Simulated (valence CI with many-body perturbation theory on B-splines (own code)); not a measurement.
## E1 line list for Mo IV

Computed by valence CI with perturbative core correlation (CI+MBPT): three valence electrons over a frozen Dirac-Fock core [Kr], a basis of 7 s, 7 p, 8 d, 6 f, 4 g, 1 h functions for each j, with the one-electron correlation potential Σ1, the two-electron term Σ2, the three-electron term Σ3, Breit, model QED; selected CI, second order for the rest, scaled by the run's own slope (own B-spline code, finite nucleus).

Set against measurement, 64 paired levels are off by 530 cm⁻¹ on average, the worst by 1922. These come from a selection out of Sugar and Musgrove, J. Phys. Chem. Ref. Data 17, 155 (1988). Levels without a partner in it may be off by more, other configurations by 1,000 to 8,000 cm⁻¹.

Lines 201 to 250 of 544 in falling wavelength, among levels below 213210 cm⁻¹, chosen from the strongest by gf and those to the six lowest levels. Wavelengths and rates use the calculated energies, so an error of 500 cm⁻¹ moves a line at 1516 Å by 0.76 % and its rate by three times that or more. Electric multipoles are in the length gauge, E1 and E2 with the static RPA response of the core. Weak lines are less certain than strong ones. Lines between different terms over intervals too small for the method are left out, as are lines whose strength nearly cancels. Where a level lies close to another of its J and parity, the split of strength between their lines is uncertain.

Names give the largest LS component (configuration and term), which can be under half, so a name can repeat, a term be missing and a line seem to break the LS rules; names also repeat where a configuration has a term twice. Letters in brackets count levels of one name in rising energy.

```csv
λ vac (Å),Upper,Lower,A (s⁻¹),S (a.u.) with core polarisation,S without
1516,4d²5d ²D_3/2 [d],4d²5p ²P°_3/2 [b],3.89e+08,2.68e+00,2.91e+00
1514,4d²5d ⁴P_5/2 [a],4d²5p ⁴S°_3/2,2.09e+08,2.15e+00,2.35e+00
1512,4d²5d ⁴F_7/2 [b],4d²5p ⁴P°_5/2,1.46e+08,2.00e+00,2.15e+00
1507,4d²5d ²D_5/2 [b],4d²5p ²D°_5/2 [c],2.71e+08,2.74e+00,2.94e+00
1506,4d²5d ⁴D_3/2 [a],4d²5p ⁴D°_3/2 [a],3.61e+08,2.43e+00,2.63e+00
1499,4d²5d ²F_5/2 [b],4d²5p ²D°_3/2 [b],7.44e+08,7.43e+00,8.04e+00
1498,4d²5d ²F_7/2 [b],4d²5p ²D°_5/2 [b],4.66e+08,6.18e+00,6.70e+00
1495,4d²5d ⁴H_9/2,4d²5p ²F°_7/2 [a],1.40e+08,2.31e+00,2.51e+00
1494,4d²5d ²G_9/2 [a],4d²5p ²G°_9/2 [a],2.29e+08,3.78e+00,4.06e+00
1490,4d²5d ⁴D_7/2 [a],4d²5p ⁴D°_7/2 [a],8.01e+08,1.05e+01,1.14e+01
1487,4d²5d ⁴D_3/2 [a],4d²5p ⁴D°_1/2 [a],3.76e+08,2.44e+00,2.64e+00
1485,4d²5d ⁴D_5/2 [a],4d²5p ⁴D°_3/2 [a],3.26e+08,3.16e+00,3.43e+00
1485,4d²5d ⁴D_5/2 [a],4d²5p ⁴D°_5/2 [a],8.38e+08,8.12e+00,8.82e+00
1485,4d²5d ²G_7/2 [a],4d²5p ²G°_7/2,2.26e+08,2.92e+00,3.14e+00
1484,4d²5d ²G_7/2 [b],4d²5p ²D°_5/2 [b],6.29e+08,8.12e+00,8.71e+00
1484,4d²5d ²F_7/2 [b],4d²5p ⁴D°_7/2 [b],2.23e+08,2.88e+00,3.11e+00
1482,4d²5d ²F_7/2 [a],4d²5p ²F°_7/2 [a],8.04e+08,1.03e+01,1.13e+01
1481,4d²5d ²F_5/2 [a],4d²5p ²D°_3/2 [a],7.76e+08,7.47e+00,8.13e+00
1478,4d²5d ²F_7/2 [c],4d²5p ⁴P°_5/2,1.51e+08,1.93e+00,2.09e+00
1477,4d²5d ⁴H_7/2,4d²5p ²F°_5/2 [a],3.13e+08,3.98e+00,4.32e+00
1472,4d²5d ²G_9/2 [b],4d²5p ⁴D°_7/2 [b],4.43e+08,6.98e+00,7.51e+00
1472,4d²5d ²H_9/2 [a],4d²5p ²G°_7/2,1.67e+09,2.63e+01,2.83e+01
1471,4d²5d ⁴H_11/2,4d²5p ⁴F°_9/2,9.73e+08,1.84e+01,1.99e+01
1470,4d²5d ⁴D_7/2 [b],4d²5p ⁴P°_5/2,1.02e+09,1.28e+01,1.38e+01
1469,4d²5d ⁴H_9/2,4d²5p ⁴F°_7/2,6.85e+08,1.07e+01,1.16e+01
1467,4d²5d ²I_13/2,4d²5p ²H°_11/2,1.95e+09,4.25e+01,4.59e+01
1466,4d²5d ²G_7/2 [a],4d²5p ⁴D°_7/2 [a],2.47e+08,3.07e+00,3.33e+00
1465,4d²5d ²F_5/2 [a],4d²5p ²F°_5/2 [a],5.39e+08,5.02e+00,5.47e+00
1465,4d²5d ⁴D_3/2 [a],4d²5p ²D°_3/2 [a],3.50e+08,2.18e+00,2.36e+00
1464,4d²5d ²H_11/2 [a],4d²5p ²G°_9/2 [a],1.70e+09,3.15e+01,3.40e+01
1464,4d²5d ⁴G_7/2,4d²5p ²F°_5/2 [a],1.75e+08,2.17e+00,2.35e+00
1463,4d²5d ²F_5/2 [d],4d²5p ²F°_5/2 [c],6.04e+08,5.60e+00,6.02e+00
1460,4d²5d ⁴F_7/2 [b],4d²5p ²D°_5/2 [b],2.48e+08,3.04e+00,3.30e+00
1458,4d²5d ⁴D_3/2 [b],4d²5p ⁴P°_1/2,3.00e+08,1.83e+00,1.99e+00
1457,4d²5d ²G_7/2 [a],4d²5p ²D°_5/2 [a],1.77e+08,2.17e+00,2.35e+00
1457,4d²5d ⁴D_7/2 [a],4d²5p ⁴D°_5/2 [a],1.68e+08,2.05e+00,2.22e+00
1457,4d²5d ⁴D_5/2 [b],4d²5p ⁴P°_3/2,9.55e+08,8.75e+00,9.47e+00
1454,4d²5d ⁴G_11/2,4d²5p ⁴G°_11/2,8.31e+08,1.51e+01,1.65e+01
1453,4d²5d ⁴H_7/2,4d²5p ⁴F°_5/2,1.84e+08,2.23e+00,2.42e+00
1452,4d²5d ⁴G_11/2,4d²5p ⁴F°_9/2,4.72e+08,8.57e+00,9.31e+00
1450,4d²5d ⁴G_9/2,4d²5p ⁴F°_7/2,5.46e+08,8.22e+00,8.93e+00
1450,4d²5d ²F_7/2 [b],4d²5p ²F°_7/2 [b],1.87e+08,2.25e+00,2.44e+00
1448,4d²5d ²P_3/2 [a],4d²5p ⁴D°_5/2 [a],4.91e+08,2.94e+00,3.18e+00
1448,4d²5d ⁴D_1/2 [b],4d²5p ⁴P°_1/2,1.27e+09,3.81e+00,4.13e+00
1446,4d²5d ²S_1/2,4d²5p ²P°_3/2 [a],7.54e+08,2.25e+00,2.45e+00
1446,4d²5d ²H_11/2 [b],4d²5p ²H°_11/2,8.00e+08,1.43e+01,1.56e+01
1445,4d²5d ⁴F_9/2 [b],4d²5p ⁴D°_7/2 [c],1.16e+09,1.73e+01,1.87e+01
1445,4d²5d ²F_7/2 [a],4d²5p ²F°_5/2 [a],5.98e+08,7.12e+00,7.75e+00
1445,4d²5d ²P_1/2 [b],4d²5p ²P°_1/2 [a],8.88e+08,2.65e+00,2.87e+00
1445,4d²5d ⁴P_1/2 [a],4d²5p ⁴D°_3/2 [a],1.11e+09,3.30e+00,3.56e+00
```
